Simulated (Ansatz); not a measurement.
Abridged output of a molecular run in Ansatz:

```
Functional definition: HF
1652 factors; integrals over basis functions are off by at most 7.5e-4 eV
mean field evaluation 1: about -12286.0971 eV, gradient 4.3e1 eV
mean field evaluation 2: about -12286.4373 eV, gradient 4.3e1 eV
mean field evaluation 4: about -12290.4756 eV, gradient 4.2e0 eV
mean field evaluation 8: about -12290.5529 eV, gradient 4.0e-1 eV
mean field -12290.55366339 eV, -451.6695162930 hartree, gradient 4.2e-6 eV, S^2 0.000000; 0 other end points of the search recorded, 0 dependent functions left out; unrestricted orbitals would lower it
7 core orbitals not correlated: weight in the atoms' cores, before any rotation towards them, 1.000 or more for the frozen orbitals, at most 0.000 for the correlated occupied ones
reference -12290.55366339 eV, -451.6695162930 hartree; 20, 20 occupied and 232, 232 virtual orbitals, 1652 factors
second order -37.09138047 eV of doubles, -0.00000000 eV of singles
cycle   1  -36.68588828 eV  change    4.1e-1 eV  update   1.3e-1
cycle   2  -37.48508272 eV  change   -8.0e-1 eV  update   4.2e-2
cycle   3  -37.69630567 eV  change   -2.1e-1 eV  update   2.1e-2
cycle   4  -37.68041845 eV  change    1.6e-2 eV  update   5.4e-3
cycle   5  -37.67460992 eV  change    5.8e-3 eV  update   2.3e-3
cycle   6  -37.67666633 eV  change   -2.1e-3 eV  update   7.7e-4
cycle   7  -37.67691757 eV  change   -2.5e-4 eV  update   3.1e-4
cycle   8  -37.67661801 eV  change    3.0e-4 eV  update   1.3e-4
cycle   9  -37.67658447 eV  change    3.4e-5 eV  update   5.6e-5
cycle  10  -37.67666619 eV  change   -8.2e-5 eV  update   2.2e-5
cycle  11  -37.67661236 eV  change    5.4e-5 eV  update   8.1e-6
cycle  12  -37.67661702 eV  change   -4.7e-6 eV  update   2.8e-6
perturbative correction -1.47474341 eV, -0.0541958206 hartree
Total energy: -12329.70502381 eV, -453.1083022510 hartree
```

Its atoms:

Z-matrix (Å, degrees):
```
C
C 1 1.326
F 1 1.334 2 121.6
H 1 1.084 2 125.8 3 -180.0
C 2 1.443 1 122.4 3 180.0
H 2 1.084 1 118.6 3 0.0
C 5 1.324 2 123.5 1 -180.0
H 5 1.083 2 120.2 1 0.0
F 7 1.314 5 125.2 2 0.0
F 7 1.313 5 124.6 2 -180.0
```

Task: Which basis set was used?
A. def2-TZVPP
B. def2-TZVPPD
C. def2-QZVPP
D. def2-SVP

Result: A. It gives 259 functions.

Task: Write the keys of the input that set method, charge and spin (a neutral closed shell needs none for the last two).

Result: 
```yaml
correlation: {method: ccsd_t}
```
